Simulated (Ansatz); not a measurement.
Cl4Sb, charge +1, singlet, geometry from GFN2-xTB (core potentials on Sb).

The Ansatz (a program for electronic structure) input:
Ansatz 0.2 input:
```yaml
crystal:
  periodic: [false, false, false]
  atoms:
    - {symbol: Sb, position_ang: [-0.00000000, -0.00000000, 0.00000000]}
    - {symbol: Cl, position_ang: [1.84740184, -0.63968342, -1.20239968]}
    - {symbol: Cl, position_ang: [0.62122222, 0.48888872, 2.15474458]}
    - {symbol: Cl, position_ang: [-0.93603228, 1.85924544, -0.96690403]}
    - {symbol: Cl, position_ang: [-1.53259177, -1.70845074, 0.01455913]}
basis:
  gaussian:
    orbitals: def2-SVP
hamiltonian:
  xc: r2scan
total_charge: 1
```

### Question
Estimate the total energy that R2SCAN/def2-SVP run with Ansatz returns for this input.

### Answer
-2080.2268 Eh

### Question
Give the number of basis functions at the level R2SCAN/def2-SVP.

### Answer
98
